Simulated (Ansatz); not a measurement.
Geometry optimisation, DFT r2SCAN, scalar-relativistic, plane waves, PAW (Ansatz).

Input file:

```yaml
accuracy: low
crystal:
  lattice:
    - [7.15309, 0.0, 0.0]
    - [0.0, 7.15309, 0.0]
    - [0.0, 0.0, 7.15309]
  atoms:
    - { symbol: O, position: [0.4920005, 0.3035378, 1.0414657] }
    - { symbol: C, position: [0.5093052, 0.2414647, 0.8835348] }
    - { symbol: H, position: [0.5108279, 0.3327262, 0.7591185] }
    - { symbol: H, position: [0.5244489, 0.0904201, 0.8558469] }
    - { symbol: O, position: [0.1158295, 0.3614168, 0.4375923] }
    - { symbol: C, position: [0.0839694, 0.3397905, 0.2714239] }
    - { symbol: H, position: [0.0671311, 0.4589392, 0.1748296] }
    - { symbol: H, position: [0.0701232, 0.1998134, 0.2079803] }
    - { symbol: O, position: [0.6938145, 0.5287063, 0.2653681] }
    - { symbol: C, position: [0.6557791, 0.4227539, 0.3935168] }
    - { symbol: H, position: [0.5615648, 0.4636319, 0.5086822] }
    - { symbol: H, position: [0.7133613, 0.2798324, 0.4017723] }
    - { symbol: O, position: [0.1955503, 0.8469252, 0.594735] }
    - { symbol: C, position: [0.3474382, 0.769593, 0.5880636] }
    - { symbol: H, position: [0.476542, 0.8452413, 0.5503814] }
    - { symbol: H, position: [0.3646185, 0.6194655, 0.6193204] }
    - { symbol: O, position: [0.8430775, 1.030175, 0.0171555] }
    - { symbol: C, position: [0.7592106, 0.8821581, 0.0294857] }
    - { symbol: H, position: [0.8254041, 0.7471192, -0.0050589] }
    - { symbol: H, position: [0.6122443, 0.8746409, 0.0759056] }
    - { symbol: O, position: [-0.0569906, 0.0912151, 0.7048084] }
    - { symbol: C, position: [0.0730266, 0.1589055, 0.7920337] }
    - { symbol: H, position: [0.0529719, 0.2728753, 0.8941077] }
    - { symbol: H, position: [0.2183015, 0.1101287, 0.7739671] }
basis:
  ecutwfc: 500.0
kpoints:
  mp_grid: { grid: [1, 1, 1] }
hamiltonian:
  xc: r2scan
scf:
  occupations: { method: fermi_dirac, width: 0.05 }
  lower_state_search: "off"
relax:
  f_tol: 0.3
  max_steps: 15
  adjacent_minimum: "off"
```

Command:

```bash
$ ansatz run input.yaml --threads 1 --pin off --max-ram 3072MiB --backend cpu --events-out ev --progress --plain --runs-dir out
```

Problem. Where does it end, and by what steps?

Solution. The run converged. The threshold is loose, so the end isn't yet a minimum. The force dipped under the threshold on the way, but the program's further checks kept it going. Limits of this set-up: coarse k mesh, low accuracy level. After 12 steps the energy has fallen by 1.318 eV; O21 moved furthest, 1.29 Å.

| step | energy less start (eV) | largest force component (eV/Å) | accepted |
| --- | --- | --- | --- |
| 0 | 0.0000 | 1.714 | yes |
| 1 | -0.3965 | 1.155 | yes |
| 2 | -0.5313 | 1.526 | yes |
| 3 | -0.7932 | 0.943 | yes |
| 4 | -0.9258 | 0.734 | yes |
| 5 | -1.0002 | 0.904 | yes |
| 6 | -1.1170 | 0.643 | yes |
| 7 | -1.2086 | 0.253 | yes |
| 8 | -1.2086 | 0.253 | yes |
| 9 | -1.1682 | 1.281 | no |
| 10 | -1.2207 | 0.451 | yes |
| 11 | -1.2703 | 0.360 | yes |
| 12 | -1.3183 | 0.298 | yes |

```xyz
24
Lattice="7.1531 0.0000 0.0000 0.0000 7.1531 0.0000 0.0000 0.0000 7.1531" Properties=species:S:1:pos:R:3
O 3.146 2.001 7.409
C 3.345 1.641 6.275
H 3.253 2.327 5.406
H 3.630 0.599 6.037
O 1.541 2.866 3.364
C 0.978 2.679 2.309
H 1.075 3.391 1.470
H 0.374 1.775 2.122
O 5.590 3.676 2.273
C 4.850 2.743 2.499
H 3.853 2.882 2.974
H 5.128 1.709 2.239
O 1.730 6.174 4.036
C 2.647 5.434 4.282
H 3.628 5.526 3.754
H 2.556 4.636 5.054
O 6.309 7.175 0.567
C 5.726 6.124 0.489
H 6.146 5.262 -0.062
H 4.736 5.967 0.961
O -1.303 1.557 4.851
C -0.186 1.507 5.305
H 0.189 2.284 6.001
H 0.510 0.692 5.051
```

Time of the run: 3 min on 1 thread of Arm Neoverse V2, on a shared host, peak memory 0.68 GiB.
